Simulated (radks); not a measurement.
Removal energies from the holmium ion Ho6+, [Xe] 4f7, by Delta-SCF beside the eigenvalue of the level emptied. Method: scalar-relativistic Kohn-Sham, PBEsol, spin-polarised, spherical densities, finite nucleus; Fermi nuclear charge, rms radius of each element as measured or else 0.836 A^(1/3) + 0.57 fm; computed with a radial shooting solver on a logarithmic mesh with Libxc functionals. Open shells are filled with parallel spins first.

removed from    final configuration  Delta-SCF (eV)  -eigenvalue (eV)
5p            [Kr] 4d10 4f7 5s2 5p5          112.38            104.49
4f                         [Xe] 4f6          119.18            106.02
5s            [Kr] 4d10 4f7 5s1 5p6          142.10            133.43
4d             [Kr] 4d9 4f7 5s2 5p6          272.86            259.22
